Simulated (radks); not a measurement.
Removal energies from the magnesium ion Mg2+, [Ne], by Delta-SCF beside the eigenvalue of the level emptied. Calculated with a radial shooting solver on a logarithmic mesh with Libxc functionals: Dirac Kohn-Sham, BLYP, spin-unpolarised, spherical densities, finite nucleus; Fermi nuclear charge, rms radius of each element as measured or else 0.836 A^(1/3) + 0.57 fm. Sub-shells are occupied by j as written (lower j first in brackets).

removed from,final configuration,Delta-SCF (eV),-eigenvalue (eV)
2p3/2,"[He] 2s2 2p(1/2: 2, 3/2: 3)",81.119,66.636
2p1/2,"[He] 2s2 2p(1/2: 1, 3/2: 4)",81.445,66.929
2s1/2,[He] 2s1 2p6,113.96,99.818
1s1/2,1s1 2s2 2p6,1347.4,1281.3
